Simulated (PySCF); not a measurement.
IK (SMILES [K][I]), singlet, geometry from GFN2-xTB (such geometries of metal compounds can be far from the true shape) (core potentials on I); PySCF with DF-B3LYP/def2-SV(P).

The PySCF input:
```python
from pyscf import gto, scf, dft

mol = gto.M(
    atom='''
K    -0.00000000   -0.00000000   -2.32381628
I     0.00000000    0.00000000    0.83306621
''',
    basis='def2-sv(p)',
    ecp={'I': 'def2-sv(p)'},
    verbose=4,
)

mf = dft.RKS(mol)
mf.xc = 'b3lyp'
mf = mf.density_fit(auxbasis='def2-universal-jkfit')
mf.kernel()
```

The log (banner, timings and long lists left out):

```
PySCF version 2.14.0

[INPUT] verbose = 4
[INPUT] num. atoms = 2
[INPUT] num. electrons = 44
[INPUT] charge = 0
[INPUT] spin (= nelec alpha-beta = 2S) = 0
[INPUT] symmetry False subgroup None
[INPUT] Mole.unit = angstrom
[INPUT] Symbol           X                Y                Z      unit          X                Y                Z       unit  Magmom
[INPUT]  1 K      0.000000000000   0.000000000000  -2.323816280000 AA    0.000000000000   0.000000000000  -4.391376333006 Bohr   0.0
[INPUT]  2 I      0.000000000000   0.000000000000   0.833066210000 AA    0.000000000000   0.000000000000   1.574266980529 Bohr   0.0

nuclear repulsion = 79.622594753915
number of shells = 20
number of NR pGTOs = 112
number of NR cGTOs = 50
basis = def2-sv(p)
ecp = {'I': 'def2-sv(p)'}

******** <class 'pyscf.df.df_jk.DFRKS'> ********
method = DFRKS
initial guess = minao
damping factor = 0
level_shift factor = 0
DIIS = <class 'pyscf.scf.diis.CDIIS'>
diis_start_cycle = 1
diis_space = 8
diis_damp = 0
SCF conv_tol = 1e-09
SCF conv_tol_grad = None
SCF max_cycles = 50
direct_scf = False
XC library pyscf.dft.libxc version 7.1.2
    S. Lehtola, C. Steigemann, M. J. T. Oliveira, and M. A. L. Marques,  SoftwareX 7, 1–5 (2018)
XC functionals = b3lyp
    P. J. Stephens, F. J. Devlin, C. F. Chabalowski, and M. J. Frisch,  J. Phys. Chem. 98, 11623 (1994)
radial grids:
    Treutler-Ahlrichs [JCP 102, 346 (1995); DOI:10.1063/1.469408] (M4) radial grids

becke partition: Becke, JCP 88, 2547 (1988); DOI:10.1063/1.454033
pruning grids: <function nwchem_prune>
grids dens level: 3
symmetrized grids: False
atomic radii adjust function: <function treutler_atomic_radii_adjust>
small_rho_cutoff = 0
Set gradient conv threshold to 3.16228e-05
Initial guess from minao.
tot grids = 42000
******** <class 'pyscf.df.df.DF'> ********
auxbasis = def2-universal-jkfit
init E= -866.493801067686
  HOMO = -1.04202691697674  LUMO = -0.466582826433823  gap/eV = 15.65863
cycle= 1 E= -896.224795722596  delta_E= -29.7  |g|=  2.9  |ddm|= 8.39
  HOMO = -0.00694692451204546  LUMO = 0.0159968524224524  gap/eV = 0.62433
cycle= 2 E= -891.659918412965  delta_E= 4.56  |g|= 2.93  |ddm|= 8.46
  HOMO = -0.638815609324082  LUMO = -0.148242307364029  gap/eV = 13.34918
cycle= 3 E= -897.390172224356  delta_E= -5.73  |g|= 0.902  |ddm|= 6.25
  HOMO = -0.227717875796237  LUMO = -0.0535127070558588  gap/eV = 4.74036
cycle= 4 E= -897.727690414369  delta_E= -0.338  |g|= 0.121  |ddm|= 2.04
  HOMO = -0.164229674043196  LUMO = -0.0663875652247228  gap/eV = 2.66242
cycle= 5 E= -897.733671701132  delta_E= -0.00598  |g|= 0.07  |ddm|= 0.508
  HOMO = -0.175861483077888  LUMO = -0.0697024296661013  gap/eV = 2.88873
cycle= 6 E= -897.735181876795  delta_E= -0.00151  |g|= 0.0199  |ddm|= 0.107
  HOMO = -0.182679438427078  LUMO = -0.0684474162486808  gap/eV = 3.10841
cycle= 7 E= -897.735374316864  delta_E= -0.000192  |g|= 0.00337  |ddm|= 0.0602
  HOMO = -0.18219220370348  LUMO = -0.068370752058371  gap/eV = 3.09724
cycle= 8 E= -897.735378655186  delta_E= -4.34e-06  |g|= 0.000319  |ddm|= 0.00706
  HOMO = -0.182176069032927  LUMO = -0.0683849185952141  gap/eV = 3.09641
cycle= 9 E= -897.735378687867  delta_E= -3.27e-08  |g|= 3.59e-05  |ddm|= 0.000481
  HOMO = -0.182163449133189  LUMO = -0.0683805841472349  gap/eV = 3.09619
cycle= 10 E= -897.735378688461  delta_E= -5.93e-10  |g|= 1.71e-06  |ddm|= 8.88e-05
  HOMO = -0.182162669815033  LUMO = -0.0683805745161692  gap/eV = 3.09617
Extra cycle  E= -897.735378688461  delta_E= -4.55e-13  |g|= 1.96e-06  |ddm|= 1.04e-05
converged SCF energy = -897.735378688461
```
